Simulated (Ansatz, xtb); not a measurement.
# C5H5BO2: which of two structures lies lower

Structure a is a triplet given by its coordinates and structure b is `O=CC1=CB(O)C=C1`, a singlet. Both are isolated molecules in the gas phase, relaxed with B3LYP/def2-SVP; the shapes shown needn't be the lowest conformers.

a (Å):

```tsv
atom	x (Å)	y (Å)	z (Å)
C	2.0928	-0.1420	-1.2302
C	0.8166	-0.8003	-1.3303
C	0.2744	-1.5396	-2.4606
C	-0.9882	-2.0201	-2.1538
C	-1.4173	-1.6623	-0.8159
B	-0.2622	-0.8380	-0.1861
O	2.4297	0.4551	-0.2029
O	-0.1527	-0.2689	1.0355
H	2.7884	-0.1758	-2.1040
H	0.7818	-1.6977	-3.4157
H	-1.5905	-2.6067	-2.8535
H	-2.3916	-1.9696	-0.4285
H	0.7120	0.1765	1.1007
```

Close contacts (Å): C1–C2 1.44, C1–O7 1.24, C2–C3 1.46, C2–B6 1.57, C3–C4 1.39, C4–C5 1.45, C5–B6 1.55, B6–O8 1.35, C1–H9 1.12, C3–H10 1.09, C4–H11 1.09, C5–H12 1.09, O8–H13 0.97.

b (Å):

```yaml
atoms:
  - { symbol: C, position_ang: [2.5434, 0.7723, -0.6051] }
  - { symbol: C, position_ang: [1.5155, -0.2788, -0.4941] }
  - { symbol: C, position_ang: [0.2614, -0.2173, -1.0004] }
  - { symbol: C, position_ang: [0.6939, -2.3948, 0.2041] }
  - { symbol: C, position_ang: [1.7698, -1.5819, 0.2250] }
  - { symbol: B, position_ang: [-0.4202, -1.6043, -0.5971] }
  - { symbol: O, position_ang: [3.6581, 0.6811, -0.1374] }
  - { symbol: O, position_ang: [-1.6842, -1.9475, -0.9137] }
  - { symbol: H, position_ang: [2.2192, 1.6871, -1.1653] }
  - { symbol: H, position_ang: [-0.1243, 0.6405, -1.5568] }
  - { symbol: H, position_ang: [-1.9442, -2.8222, -0.5947] }
  - { symbol: H, position_ang: [0.6828, -3.3826, 0.6716] }
  - { symbol: H, position_ang: [2.7409, -1.7774, 0.6877] }
```

Estimate E(b) − E(a) at the level CCSD(T)/def2-SVP.

Calculated at CCSD(T)/def2-SVP: E(b) − E(a) = −30.8 kcal/mol, so structure b lies lower.

How the difference moves with the method:

```csv
level,geometry,E(b) − E(a) (kcal/mol),departure from the last row (kcal/mol),"job, with rough time for the two"
B3LYP/def2-SVP,B3LYP/def2-SVP,−23.6,+7.2,"optimisation, 68 s"
HF/def2-SVP,B3LYP/def2-SVP,−9.9,+20.8,part of the CCSD(T) run
MP2/def2-SVP,B3LYP/def2-SVP,−45.0,−14.2,part of the CCSD(T) run
CCSD(T)/def2-SVP,B3LYP/def2-SVP,−30.8,,"single point, 96 s"
```

None of the levels shown reverses the order. The largest departure from CCSD(T)/def2-SVP is that of HF/def2-SVP, 20.8 kcal/mol. At CCSD(T)/def2-SVP a singlet with the links of a lies below this triplet. Levels run at GFN2-xTB geometries aren't shown.

With thermal terms from frequencies at re-optimised GFN2-xTB minima (ideal gas, soft modes damped towards free rotors, one conformer each, 298.15 K, 1 atm): the zero-point term adds +1.8 kcal/mol; ΔH is −28.9 and ΔG −29.3 kcal/mol.

Open shells are spin-unrestricted, with notable spin contamination under HF/def2-SVP, MP2/def2-SVP, CCSD(T)/def2-SVP. The correlated steps freeze 8 core orbitals. ΔG holds the spin degeneracy. Codes used: Ansatz 0.2.0, xtb 6.7.1; the last row on 2 threads of Intel(R) Xeon(R) 6975P-C (Granite Rapids) on a shared host.
